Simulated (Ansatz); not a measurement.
One change: `FCOCS` becomes `[AlH2][CH2]OCS`.

Ansatz, PBE0-D4/def2-TZVP geometries, multiplicity 1. Each molecule was computed in one conformer, which needn't be the lowest.

| property | `FCOCS` |
| --- | --- |
| HOMO energy (PBE0/def2-TZVPP) / eV | -7.36 |
| LUMO energy (PBE0/def2-TZVPP) / eV | 0.36 |
| LUMO energy (B3LYP/def2-TZVPP) / eV | 0.06 |
| HOMO–LUMO gap (PBE0/def2-TZVPP) / eV | 7.73 |
| HOMO energy (PBE/def2-TZVPP) / eV | -6.11 |
| HOMO energy (B3LYP/def2-TZVPP) / eV | -7.12 |

**Question.** What does the change do to each property? (An estimate is asked.)

**Answer.** Computed: 
```json
{"property": "HOMO energy (PBE0/def2-TZVPP) / eV", "`[AlH2][CH2]OCS`": "-7.16", "shift": "0.20"}
{"property": "LUMO energy (PBE0/def2-TZVPP) / eV", "`[AlH2][CH2]OCS`": "-1.43", "shift": "-1.79"}
{"property": "LUMO energy (B3LYP/def2-TZVPP) / eV", "`[AlH2][CH2]OCS`": "-1.66", "shift": "-1.72"}
{"property": "HOMO–LUMO gap (PBE0/def2-TZVPP) / eV", "`[AlH2][CH2]OCS`": "5.73", "shift": "-2.00"}
{"property": "HOMO energy (PBE/def2-TZVPP) / eV", "`[AlH2][CH2]OCS`": "-5.91", "shift": "0.20"}
{"property": "HOMO energy (B3LYP/def2-TZVPP) / eV", "`[AlH2][CH2]OCS`": "-6.91", "shift": "0.21"}
```

With PBE0 the HOMO rises by 0.20 eV and the LUMO falls by 1.79 eV, so the gap narrows by about 1.99 eV. PBE moves the HOMO by 0.20 eV and ωB97M-V by 0.21 eV.

B3LYP here is the variant with VWN-RPA as its local correlation; programs differ in this.
